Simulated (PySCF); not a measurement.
**Relaxation of singlet TlBr₂⁻**

All numbers come from B3LYP/[Tl def2-SVPD with ECP60, Br def2-SVPD], scalar-relativistic core potentials, density fitting, no spin–orbit coupling, PySCF. A (50,194) grid was used.

A start displaced from a saddle point along its imaginary mode, of C2v symmetry, held to at least that symmetry:

```xyz
3
charge -1 multiplicity 1, angstrom
Tl    0.1925    0.0000    0.0000
Br   -0.2500    0.0000    3.0682
Br   -0.2500    0.0000   -3.0682
```

**Question.** What does it relax to?

**Answer.** It ends at C2v with Tl–Br 2.924 Å (×2); Br–Tl–Br 110.9° (after a last refinement on a finer grid). A frequency run shows a minimum.

**Question.** How much energy is released, and in how many steps?

**Answer.** 18.9 kJ/mol in 10 steps.

With an element this heavy the missing spin–orbit coupling can shift these numbers.
